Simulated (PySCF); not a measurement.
Gas-phase reaction: 2 SnHF3 + 6 H ⇌ 2 SnH4 + 3 F2

Computed with PySCF and rigid-rotor harmonic-oscillator thermochemistry at 1 bar. † marks an energy on the PBE0/def2-TZVP geometry and frequencies; other levels use their own. MP2 and CCSD(T) freeze the core. Open shells (unrestricted): H (multiplicity 2); the rest are closed-shell singlets. Sn: scalar-relativistic def2 core potential, no spin-orbit coupling. SnHF3: computed as isolated molecules; such fragments, hydroxides, amides, oligomers or adducts are transient or little studied in the gas. MP2 isn't extrapolated to the basis-set limit; its ΔH°(298 K) is 723.7 kJ in def2-SVP and 726.0 kJ in def2-TZVPP. CCSD(T) isn't extrapolated to the basis-set limit; its ΔH°(298 K) is 524.0 kJ in def2-SVP and 546.3 kJ in def2-TZVPP. The harmonic model lacks anharmonicity and excited electronic states, which grow with temperature; levels with a mode under 35 cm⁻¹ are left out.

```tsv
level	ΔE electronic, kJ	ΔH°(298 K), kJ	ΔS°(298 K), J/K	ΔG°(2000 K), kJ
BLYP/def2-TZVP†	431	498	-250	1133
CCSD(T)/def2-TZVPP†	479	546	-250	1181
M06-2X/def2-TZVP†	652	719	-250	1354
MP2/def2-TZVPP†	659	726	-250	1361
PBE/def2-SVP	381	444	-253	1079
PBE/def2-TZVP†	467	534	-250	1169
ωB97M-V/def2-TZVP†	498	565	-250	1200
```
ΔH° is lowest at PBE/def2-SVP and highest at MP2/def2-TZVPP†. No reference value is set beside these.
